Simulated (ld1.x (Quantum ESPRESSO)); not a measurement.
**Ti, RRKJ: configuration errors across variants**

Ti (Z = 22), norm-conserving RRKJ (Kleinman–Bylander form), made with ld1.x (Quantum ESPRESSO) 7.5 (PW91, scalar-relativistic). Core [Ne], reference 3s2 3p6 3d2 4s2 4p0. Waves: 3s (bound): rc 1.60 bohr; 3d (bound): rc 1.80 bohr; 3p (bound): rc 1.75 bohr. Local part: the p channel. Core correction: none. rho0 = 0.02.

Occupied shells without a wave of their own: 4s. They enter only through the test configuration that unscreens the potential.

All-electron excitation energies from the reference (eV): (1) 3s2 3p6 3d2 4s1 4p0 7.393; (2) 3s2 3p6 3d2 4s0 4p0 20.985; (3) 3s2 3p6 3d1 4s0 4p0 48.037; (4) 3s2 3p6 3d2 4s1.5 4p0 2.959; (5) 3s2 3p6 3d0 4s0 4p0 91.450; (6) 3s2 3p6 3d2.5 4s1.5 4p0 0.343; (7) 3s2 3p6 3d1 4s2 4p1 4.711.

For the base: The 4s level has no wave, so the channel is fitted at the deeper level alone: the likely source of the large errors.

The file “wave 3p (bound): rc 1.75 bohr becomes 3p (bound): rc 2.48 bohr” misses its own reference levels by 0.4 eV. The file “wave 3p (bound): rc 1.75 bohr becomes 3p (bound): rc 2.66 bohr” misses its own reference levels by 0.6 eV.

Errors AE − PS in meV (a dash: test not solved or not reliable):

| change | (1) | (2) | (3) | (4) | (5) | (6) | (7) | bound ghosts |
| --- | --- | --- | --- | --- | --- | --- | --- | --- |
| base | +4.1 | +11 | +72 | +1.7 | +594 | +6.1 | +81 | none |
| wave 3p (bound): rc 1.75 bohr becomes 3p (bound): rc 1.18 bohr | +14 | +37 | +113 | +5.9 | +646 | +9.0 | +73 | none |
| wave 3p (bound): rc 1.75 bohr becomes 3p (bound): rc 1.34 bohr | +1.3 | +4.1 | +64 | +0.4 | +583 | +5.1 | +83 | none |
| wave 3p (bound): rc 1.75 bohr becomes 3p (bound): rc 1.48 bohr | -9.4 | -24 | +23 | -4.2 | +530 | +1.7 | +91 | none |
| wave 3p (bound): rc 1.75 bohr becomes 3p (bound): rc 1.84 bohr | +27 | +69 | +155 | +12 | +699 | +13 | +63 | none |
| wave 3p (bound): rc 1.75 bohr becomes 3p (bound): rc 1.92 bohr | +63 | +162 | +285 | +28 | +865 | +25 | +36 | none |
| wave 3p (bound): rc 1.75 bohr becomes 3p (bound): rc 2.12 bohr | +191 | +482 | +728 | +84 | +1429 | +68 | -62 | none |
| wave 3p (bound): rc 1.75 bohr becomes 3p (bound): rc 2.28 bohr | +346 | +864 | +1244 | +152 | +2083 | +122 | -179 | none |
| wave 3p (bound): rc 1.75 bohr becomes 3p (bound): rc 2.48 bohr | +553 | +1364 | +1898 | +244 | +2905 | +194 | -335 | none |
| wave 3p (bound): rc 1.75 bohr becomes 3p (bound): rc 2.66 bohr | +802 | +1947 | +2628 | +355 | +3804 | +285 | -518 | none |

(1) Give the same row for: wave 3p (bound): rc 1.75 bohr becomes 3p (bound): rc 1.64 bohr.

Answers

(1) -11, -28, +17, -4.8, +523, +1.3, +92; bound ghosts: none.
